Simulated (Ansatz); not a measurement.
The first iterations of a band of BFH2O + H3P (9 atoms, charge 0, multiplicity 1).

Theory: RKS r2SCAN-D4/6-31G* (Ansatz).

```json
{
  "movable images": "5",
  "climbing image": "yes",
  "spring": "5.0 eV/Å²",
  "optimiser": "quadratic models (default)",
  "start path": "through a guess of the saddle point",
  "force threshold": "0.05 eV/Å",
  "iteration limit": "60",
  "end points": "relaxed"
}
```

First end point:

```xyz
9
Properties=species:S:1:pos:R:3
B -0.075 -0.463 0.052
O -0.136 -1.018 1.286
H -1.050 -1.104 1.588
F 1.131 -0.283 -0.478
H -1.046 -0.129 -0.570
P 0.069 3.076 1.110
H 1.223 3.525 1.812
H 0.841 2.424 0.108
H -0.032 1.891 1.896
```

Last end point:

```xyz
9
Properties=species:S:1:pos:R:3
B 0.320 0.518 0.230
O -0.341 -0.420 1.648
H -1.246 -0.683 1.411
F 1.527 -0.070 0.056
H -0.557 0.254 -0.560
P 0.330 2.341 1.023
H 1.644 2.722 0.642
H -0.324 3.037 -0.029
H -0.429 0.218 2.382
```

| iteration | highest image above the first end (eV) | largest band force component (eV/Å) |
| --- | --- | --- |
| 1 | 5.669 | 15.129 |
| 2 | 3.192 | 5.269 |
| 3 | 2.487 | 2.353 |
| 4 | 2.147 | 1.713 |
| 5 | 1.833 | 0.939 |
| 6 | 1.810 | 1.749 |
| 7 | 1.650 | 1.610 |
| 8 | 1.658 | 1.857 |

Does the band converge within its limit, and where does its top end?

It converged. It ended after 25 iterations with the highest image 2.125 eV above the first end. A structure lower than the first end lies on the path between it and the top, so the climb from that side starts below the end, which may itself be a saddle point or a shallow side well. Neighbouring images differ by up to 2.1 eV, so the band resolves the path poorly. A vibrational analysis at the climbing image gives one clearly imaginary mode, 1230i cm⁻¹: a first-order saddle point. The orbitals stay closed-shell, which can raise the energy where a bond breaks towards radicals; this wasn't checked here.

The run took 4.2 min on 2 threads of Arm Neoverse V2, with other jobs on the host, peak memory 0.15 GiB.
